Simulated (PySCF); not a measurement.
Cl₂Mn, neutral, multiplicity 6. Atoms are numbered in the order given.

```xyz
3

Mn     0.0000     0.0000     0.0000
Cl     0.0000     0.0000     2.1836
Cl     0.0000     0.0000    -2.1836
```
Charge 0, spin multiplicity 6.

The structure is a stationary point at ωB97X-D3(BJ)/def2-TZVP. The spin state was assumed, not searched. The isomer is the one that the SMILES or the coordinates give; other isomers of the formula were not compared.

Level of theory: r2SCAN/def2-TZVPD run with PySCF.

The molecule is in vacuum.

```json
{
  "total_energy": "-2071.50429 hartree",
  "point_group": "D∞h",
  "α spin, highest occupied and lowest empty level": "-7.42 and -1.82 eV",
  "β spin, highest occupied and lowest empty level": "-8.19 and -3.75 eV",
  "dipole_moment": "0.00 D",
  "mean_static_polarisability": "58.1 bohr³ (8.60 Å³)",
  "polarisability_principal_values": "45.3, 45.3, 83.6 bohr³",
  "⟨S²⟩": "8.768 (pure state 8.75)"
}
```
